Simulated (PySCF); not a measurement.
In(H)2(Me) (CH5In), SMILES [CH3][InH2].

Geometry optimised at B3LYP-D3(BJ)/def2-TZVP. The def2 effective core potentials stand for the cores of In; spin–orbit coupling is left out.

Method: TDA-CAM-B3LYP/def2-SVPD run with PySCF.

Vertical excitations. The molecule is in vacuum.

Computed UV-visible absorptions:
```json
[
 {"state": "S1", "energy (eV)": "4.67", "λ (nm)": "265", "f": "0.001", "main pairs": "HOMO→LUMO 99 %"},
 {"state": "S2", "energy (eV)": "4.97", "λ (nm)": "250", "f": "0.000", "main pairs": "HOMO−1→LUMO 99 %"},
 {"state": "S3", "energy (eV)": "6.87", "λ (nm)": "180", "f": "0.127", "main pairs": "HOMO→LUMO+1 90 %"},
 {"state": "S4", "energy (eV)": "7.40", "λ (nm)": "167", "f": "0.190", "main pairs": "HOMO→LUMO+2 69 %, HOMO→LUMO+3 13 %"},
 {"state": "S5", "energy (eV)": "7.42", "λ (nm)": "167", "f": "0.060", "main pairs": "HOMO−1→LUMO+1 77 %"},
 {"state": "S6", "energy (eV)": "7.56", "λ (nm)": "164", "f": "0.271", "main pairs": "HOMO−1→LUMO+2 86 %"},
 {"state": "S7", "energy (eV)": "7.96", "λ (nm)": "156", "f": "0.213", "main pairs": "HOMO→LUMO+3 52 %, HOMO−1→LUMO+3 12 %, HOMO→LUMO+5 12 %"},
 {"state": "S8", "energy (eV)": "7.99", "λ (nm)": "155", "f": "0.109", "main pairs": "HOMO→LUMO+3 27 %, HOMO−1→LUMO+3 25 %, HOMO→LUMO+5 23 %, HOMO→LUMO+4 9 %"},
 {"state": "S9", "energy (eV)": "8.38", "λ (nm)": "148", "f": "0.005", "main pairs": "HOMO→LUMO+4 76 %, HOMO→LUMO+5 20 %"},
 {"state": "S10", "energy (eV)": "8.62", "λ (nm)": "144", "f": "0.300", "main pairs": "HOMO−1→LUMO+3 40 %, HOMO→LUMO+5 39 %, HOMO→LUMO+4 7 %"},
 {"state": "T1", "energy (eV)": "4.35", "λ (nm)": "285", "f": "0", "main pairs": "HOMO→LUMO 98 %"},
 {"state": "T2", "energy (eV)": "4.53", "λ (nm)": "274", "f": "0", "main pairs": "HOMO−1→LUMO 98 %"},
 {"state": "T3", "energy (eV)": "5.82", "λ (nm)": "213", "f": "0", "main pairs": "HOMO→LUMO+2 63 %, HOMO→LUMO+1 27 %"},
 {"state": "T4", "energy (eV)": "6.10", "λ (nm)": "203", "f": "0", "main pairs": "HOMO−1→LUMO+2 70 %"}
]
```
Triplets are in the Tamm–Dancoff approximation.
